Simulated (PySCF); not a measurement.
A calculated (M06, PySCF 2.14, aug-cc-pVQZ-DK, scalar relativity by spin-free X2C-1e) atom or ion has these occupied shells.

```json
{"shell": "1s α", "electrons": "1", "orbital energy (eV)": "-123.82", "rms radius, mean of both spins (bohr)": "0.486"}
{"shell": "1s β", "electrons": "1", "orbital energy (eV)": "-123.59", "rms radius, mean of both spins (bohr)": "0.486"}
{"shell": "2p α", "electrons": "1", "orbital energy (eV)": "-11.611", "rms radius, mean of both spins (bohr)": "2.57"}
```

Q: Name the element and its charge.

A: Be⁺ (beryllium, charge +1), in [He] 2p1, 2P determinant (an excited configuration).
